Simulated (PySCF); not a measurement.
H2MoO4, SMILES [OH][Mo](=[O])([OH])=[O], multiplicity 1.

Geometry optimised at PBE-D3(BJ)/def2-SVP. A frequency run showed that this geometry is not a minimum. The spin state was assumed, not searched. The isomer is the one that the SMILES or the coordinates give; other isomers of the formula were not compared. The def2 effective core potentials stand for the cores of Mo; spin–orbit coupling is left out. Other conformers were not sampled.

The numbers are results of TDA-PBE/def2-SVPD (PySCF 2.14.0), not measurements.

Vertical excitations.  State labels are in the subgroup C2v.

```tsv
state	symmetry	energy (eV)	λ (nm)	f	main pairs
S1	B2	4.49	276	0.010	HOMO→LUMO 89 %
S2	B1	4.69	264	0.002	HOMO→LUMO+1 98 %
S3	A2	4.72	263	0.000	HOMO−1→LUMO 99 %
S4	B2	5.07	245	0.001	HOMO−2→LUMO 99 %
S5	B1	5.31	233	0.000	HOMO−4→LUMO 89 %
S6	A1	5.32	233	0.000	HOMO−3→LUMO 57 %, HOMO−1→LUMO+1 42 %
S7	A2	5.38	231	0.000	HOMO→LUMO+2 99 %
S8	B1	5.69	218	0.000	HOMO−2→LUMO+1 63 %, HOMO−5→LUMO 34 %
S9	A2	5.78	215	0.000	HOMO−3→LUMO+1 98 %
S10	B2	5.82	213	0.000	HOMO−4→LUMO+1 59 %, HOMO−1→LUMO+2 37 %
T1	B2	3.77	329	0	HOMO→LUMO 98 %
T2	B1	4.34	285	0	HOMO→LUMO+1 97 %
T3	A2	4.51	275	0	HOMO−1→LUMO 98 %
T4	A1	4.72	263	0	HOMO−1→LUMO+1 71 %, HOMO−3→LUMO 23 %
```
Triplets are in the Tamm–Dancoff approximation.
